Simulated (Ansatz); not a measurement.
A structure relaxed at r2SCAN-D4/def2-SVP in Ansatz, charge 0, singlet:

```xyz
16

Mg    0.577   -0.198   -3.105
O     1.232    0.120   -1.317
Mg    1.618    0.391    0.560
O     2.054    0.674    2.454
O    -0.401   -1.828   -2.682
Mg    0.065   -1.567   -0.792
O     0.533   -1.353    1.074
Mg    0.940   -0.862    2.896
O    -0.978    0.968   -2.967
Mg   -0.523    1.281   -1.082
O    -0.083    1.633    0.770
Mg    0.411    1.704    2.635
Mg   -1.927   -0.645   -2.426
O    -1.682   -0.401   -0.526
Mg   -1.161   -0.106    1.314
O    -0.675    0.186    3.195
```

(1) Give its formula and point group.

(2) Summarise the bond lengths by kind (pairs closer than 1.2 times the sum of covalent radii, bridged metal pairs left out).

## Answers

(1) Mg₈O₈ (started as a model of: 2x2x4 MgO rock-salt block). Point group D2d (tolerance 0.1 Å).

(2) 28 × Mg–O 1.93 to 2.12 Å.
